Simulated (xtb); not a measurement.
FH₃MoN₂O, SMILES [NH]=[Mo]([F])([OH])=[NH], multiplicity 1. All values are semi-empirical tight-binding results from xtb (GFN2-xTB unless named), good for trends rather than for accurate numbers. Geometry: GFN2-xTB. The spin state was assumed, not searched. The structure was generated by enumeration; whether it is a known compound was not checked. Other conformers were not sampled.

Optimised geometry:

Bond lengths (Å): Mo1–N2 1.734, Mo1–N4 1.734, Mo1–F6 1.832, Mo1–O7 1.777, N2–H3 1.011, N4–H5 1.011, O7–H8 0.962. Angles (°): N2–Mo1–N4 110.7, N2–Mo1–F6 105.8, N2–Mo1–O7 110.9, N4–Mo1–F6 105.8, N4–Mo1–O7 111.1, F6–Mo1–O7 112.4, Mo1–N2–H3 169.4, Mo1–N4–H5 169.4, Mo1–O7–H8 170.3.

For metal compounds this method's bond lengths and energies can be far off.

- point group as xtb finds it: Cs
- orbital gap: 3.10 eV
- zero-point energy: 25.3 kcal/mol
- G − E(el) at 298.15 K (modified RRHO): 5.7 kcal/mol

Computed atomic charges and the Wiberg bond orders between heavy atoms:
charges (e) Mo1 0.93, N2 -0.46, H3 0.20, N4 -0.46, H5 0.20, F6 -0.30, O7 -0.45, H8 0.34. Bond orders Mo1–N2 2.22, Mo1–N4 2.22, Mo1–F6 1.05, Mo1–O7 1.31.
